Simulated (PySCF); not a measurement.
# UHF on Xe⁺ (xenon, charge +1)

Configuration: [Kr] 4d10 5s2 5p5, 2P determinant. All numbers are calculated (PySCF 2.14, a scalar-relativistic core potential, in cc-pVDZ-PP with ECP28MDF (4s3p2d, 23 functions)).

| Item | Value |
| --- | --- |
| Total energy | -327.864945 hartree |
| One-electron energy | -562.1498 hartree |
| Hartree (Coulomb) energy | 256.6664 hartree |
| Exchange energy | -22.3816 hartree |
| ⟨S²⟩ | 0.7554 |
| ⟨L²⟩ | 2.017 |
| Sum of ⟨r⟩ | 29.68 bohr |
| Sum of ⟨r²⟩ | 49.69 bohr² |
| Traceless quadrupole moment −½Σ⟨3z² − r²⟩ along its main axis | 2.33 e·bohr² |
| Time after the integrals | 0.11 s of wall time on 1 thread of Neoverse-N1 (shared host) |

```json
{"shell": "4s α", "electrons": "1", "mean orbital energy (hartree)": "-8.77803", "spread (hartree)": "0", "rms radius, mean of both spins (bohr)": "0.767"}
{"shell": "4s β", "electrons": "1", "mean orbital energy (hartree)": "-8.76734", "spread (hartree)": "0", "rms radius, mean of both spins (bohr)": "0.767"}
{"shell": "4p α", "electrons": "3", "mean orbital energy (hartree)": "-6.51094", "spread (hartree)": "0.03071", "rms radius, mean of both spins (bohr)": "0.820"}
{"shell": "4p β", "electrons": "3", "mean orbital energy (hartree)": "-6.50027", "spread (hartree)": "0.00666", "rms radius, mean of both spins (bohr)": "0.820"}
{"shell": "4d α", "electrons": "5", "mean orbital energy (hartree)": "-3.04021", "spread (hartree)": "0.03209", "rms radius, mean of both spins (bohr)": "0.934"}
{"shell": "4d β", "electrons": "5", "mean orbital energy (hartree)": "-3.03210", "spread (hartree)": "0.01894", "rms radius, mean of both spins (bohr)": "0.934"}
{"shell": "5s α", "electrons": "1", "mean orbital energy (hartree)": "-1.38909", "spread (hartree)": "0", "rms radius, mean of both spins (bohr)": "1.98"}
{"shell": "5s β", "electrons": "1", "mean orbital energy (hartree)": "-1.28882", "spread (hartree)": "0", "rms radius, mean of both spins (bohr)": "1.98"}
{"shell": "5p α", "electrons": "3", "mean orbital energy (hartree)": "-0.80966", "spread (hartree)": "0.06370", "rms radius, mean of both spins (bohr)": "2.36"}
{"shell": "5p β", "electrons": "2", "mean orbital energy (hartree)": "-0.76637", "spread (hartree)": "0", "rms radius, mean of both spins (bohr)": "2.36"}
```

Energies and moments cover only the electrons outside the core potential.
